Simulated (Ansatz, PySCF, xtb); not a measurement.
Pair of molecules: NH3 (SMILES N) (first 4 atoms) with H2S (SMILES S); geometry from B3LYP-D3(BJ)/def2-TZVP, rigid monomers moved along the line of their centres of mass till N1···H7 is 3.87 Å.
(charge 0, multiplicity 1):
```xyz
7

N      0.006     0.164     0.325
H     -0.777    -0.461     0.170
H     -0.193     1.032    -0.159
H      0.821    -0.253    -0.111
S      0.974     1.117     5.375
H      0.003     0.308     5.825
H      0.696     0.848     4.073
```

Monomers are frozen at their geometry in the pair; levels with a basis set take the counterpoise correction. Rows marked so take none.

Cores are frozen in the correlated methods. CBS(a, b) extrapolates the correlation energy as X⁻³ and adds the Hartree–Fock energy of set b. Rows in 3-21G, 6-31G* carry no dispersion term and start afresh at each structure (6-31G* with six Cartesian d functions).

Programs: Ansatz (a quantum-chemistry and plane-wave program) with Gaussian orbitals; PySCF for 3-21G rows, 6-31G* rows; xtb for the GFN methods. Values without a source in brackets are computed.

```
level                                          interaction energy (kcal/mol)
---------------------------------------------  -----------------------------
GFN2-xTB                                                               -0.99
BP86/6-31G* (no counterpoise)                                            [?]
B3LYP/3-21G (no counterpoise)                                            [?]
PBE0/def2-TZVPPD                                                       -0.89
wB97X-V/def2-TZVPPD                                                    -0.96
wB97M-V/def2-TZVPPD                                                    -0.93
SCS-MP2/aug-cc-pV(D+d)Z                                                -0.90
CCSD(T)/aug-cc-pV(D+d)Z                                                -0.92
CCSD(T)/CBS(aug-cc-pV(D+d)Z, aug-cc-pV(T+d)Z)                          -0.94
```

Task: Fill in the missing entries.

Result: 
- BP86/6-31G* (no counterpoise), interaction energy (kcal/mol): -1.06
- B3LYP/3-21G (no counterpoise), interaction energy (kcal/mol): -1.18
